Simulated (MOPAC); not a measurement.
Job for MOPAC: AM1 on H6SeSi (a complex).

```
AM1 1SCF PRECISE CHARGE=0 THREADS=1
H6SeSi

Si     0.19509267 1    -0.00970973 1     0.03556828 1
H     -0.61411930 1    -1.17604210 1     0.45011041 1
H     -0.44401611 1     1.23783362 1     0.51022605 1
H      0.27286745 1     0.02523825 1    -1.44509722 1
H      1.56163333 1    -0.11595340 1     0.59032957 1
Se    -0.10444857 1     0.02697636 1     3.91304398 1
H      0.31492568 1     1.42895628 1     3.77074669 1
H     -1.49857820 1     0.37884206 1     3.60650533 1
```

The log:

```
*******************************************************************************
 **                                                                           **
 **                              MOPAC v23.2.5                                **
 **                                                                           **
 *******************************************************************************
 ** MOPAC's Digital Object Identifier: https://doi.org/10.5281/zenodo.6511958 **
 **                                                                           **
 ** Please cite the open-source release paper for use of this MOPAC version:  **
 ** J. E. Moussa and J. J. P. Stewart (2026)                                  **
 ** MOPAC: An open-source semiempirical molecular orbital program             **
 ** J. Open Source Softw., 11(119), 8025, https://doi.org/10.21105/joss.08025 **
 *******************************************************************************

                              AM1 CALCULATION RESULTS

 *******************************************************************************
 *  AM1        - The AM1 Hamiltonian to be used
 *
 *
 *
 *                 CHARGE ON SYSTEM = 0
 *
 *
 *
 *  PRECISE    - TIGHTER CRITERIA TO BE USED
 *  1SCF       - DO 1 SCF AND THEN STOP
 *  THREADS=1  - MULTI-THREADING NOT USED
 *  T=         - A TIME OF 172800.0 SECONDS REQUESTED
 *  DUMP=N     - RESTART FILE WRITTEN EVERY 7200.0 SECONDS REQUESTED
 *******************************************************************************
AM1 1SCF PRECISE CHARGE=0 THREADS=1
 H6SeSi

   ATOM   CHEMICAL          X               Y               Z
  NUMBER   SYMBOL      (ANGSTROMS)     (ANGSTROMS)     (ANGSTROMS)

     1      Si          0.19509267  *  -0.00970973  *   0.03556828  *
     2       H         -0.61411930  *  -1.17604210  *   0.45011041  *
     3       H         -0.44401611  *   1.23783362  *   0.51022605  *
     4       H          0.27286745  *   0.02523825  *  -1.44509722  *
     5       H          1.56163333  *  -0.11595340  *   0.59032957  *
     6      Se         -0.10444857  *   0.02697636  *   3.91304398  *
     7       H          0.31492568  *   1.42895628  *   3.77074669  *
     8       H         -1.49857820  *   0.37884206  *   3.60650533  *



          CARTESIAN COORDINATES

    NO.       ATOM           X           Y           Z

     1        Si          0.1951     -0.0097      0.0356
     2         H         -0.6141     -1.1760      0.4501
     3         H         -0.4440      1.2378      0.5102
     4         H          0.2729      0.0252     -1.4451
     5         H          1.5616     -0.1160      0.5903
     6        Se         -0.1044      0.0270      3.9130
     7         H          0.3149      1.4290      3.7707
     8         H         -1.4986      0.3788      3.6065

  H: (AM1): M.J.S. DEWAR ET AL, J. AM. CHEM. SOC. 107 3902-3909 (1985)
 Si: (AM1): M.J.S.DEWAR, C. JIE, ORGANOMETALLICS, 6, 1486-1490 (1987).
 Se: (AM1): J. J. P. STEWART, J. MOL. MOD., 10, 155-164 (2004)

           Empirical Formula: H6 Si Se  =     8 atoms



      MOLECULAR POINT GROUP   :   C1


      RHF CALCULATION, NO. OF DOUBLY OCCUPIED LEVELS = 8


 -------------------------------------------------------------------------------
 AM1 1SCF PRECISE CHARGE=0 THREADS=1
 H6SeSi



     1SCF WAS SPECIFIED, SO BFGS WAS NOT USED
     SCF FIELD WAS ACHIEVED


                              AM1 CALCULATION
                                                       MOPAC v23.2.5 Linux




          FINAL HEAT OF FORMATION =         31.17816 KCAL/MOL =     130.44944 KJ/MOL


          COSMO AREA              =        128.87 SQUARE ANGSTROMS
          COSMO VOLUME            =        116.90 CUBIC ANGSTROMS

          IONIZATION POTENTIAL    =          7.879887 EV
          HOMO LUMO ENERGIES (EV) =         -7.880  0.152
          NO. OF FILLED LEVELS    =          8
          MOLECULAR WEIGHT        =        113.0929         POINT GROUP:  C1

          MOLECULAR DIMENSIONS (Angstroms)

            Atom       Atom       Distance
            H     7    H     4     5.40159
            H     5    H     8     3.09895
            H     2    H     3     2.28773


          SCF CALCULATIONS        =          1





   ATOM   CHEMICAL          X               Y               Z
  NUMBER   SYMBOL      (ANGSTROMS)     (ANGSTROMS)     (ANGSTROMS)

     1      Si          0.19509267  *  -0.00970973  *   0.03556828  *
     2       H         -0.61411930  *  -1.17604210  *   0.45011041  *
     3       H         -0.44401611  *   1.23783362  *   0.51022605  *
     4       H          0.27286745  *   0.02523825  *  -1.44509722  *
     5       H          1.56163333  *  -0.11595340  *   0.59032957  *
     6      Se         -0.10444857  *   0.02697636  *   3.91304398  *
     7       H          0.31492568  *   1.42895628  *   3.77074669  *
     8       H         -1.49857820  *   0.37884206  *   3.60650533  *

                             CARTESIAN COORDINATES

   1   Si        0.195092670    -0.009709730     0.035568280
   2    H       -0.614119300    -1.176042100     0.450110410
   3    H       -0.444016110     1.237833620     0.510226050
   4    H        0.272867450     0.025238250    -1.445097220
   5    H        1.561633330    -0.115953400     0.590329570
   6   Se       -0.104448570     0.026976360     3.913043980
   7    H        0.314925680     1.428956280     3.770746690
   8    H       -1.498578200     0.378842060     3.606505330


           Empirical Formula: H6 Si Se  =     8 atoms



      MOLECULAR POINT GROUP   :   C1


                  EIGENVALUES
 -20.37267 -15.97354 -12.84960 -12.29385 -12.22055 -12.21370 -11.57595  -7.87989
   0.15167   0.70581   1.62872   1.67476   1.69090   2.16966


              NET ATOMIC CHARGES AND DIPOLE CONTRIBUTIONS

  ATOM NO.   TYPE          CHARGE      No. of ELECS.   s-Pop       p-Pop
    1         Si           0.608545        3.3915     0.87074     2.52071
    2          H          -0.148812        1.1488     1.14881
    3          H          -0.158411        1.1584     1.15841
    4          H          -0.155763        1.1558     1.15576
    5          H          -0.147884        1.1479     1.14788
    6         Se           0.055398        5.9446     1.96054     3.98406
    7          H          -0.026477        1.0265     1.02648
    8          H          -0.026596        1.0266     1.02660
 DIPOLE           X         Y         Z       TOTAL
 POINT-CHG.     0.157    -0.289     0.157     0.365
 HYBRID        -0.501     0.899    -0.218     1.052
 SUM           -0.344     0.610    -0.061     0.703


          ATOMIC ORBITAL ELECTRON POPULATIONS

     Atom    s        px        py        pz
    1 Si   0.87074   0.84491   0.83872   0.83707
    2  H   1.14881
    3  H   1.15841
    4  H   1.15576
    5  H   1.14788
    6 Se   1.96054   1.03207   1.00810   1.94388
    7  H   1.02648
    8  H   1.02660

 **********************
 *                    *
 * JOB ENDED NORMALLY *
 *                    *
 **********************




 == MOPAC DONE ==
```

The run finished.

Cost: roughly 0.03 core-seconds.
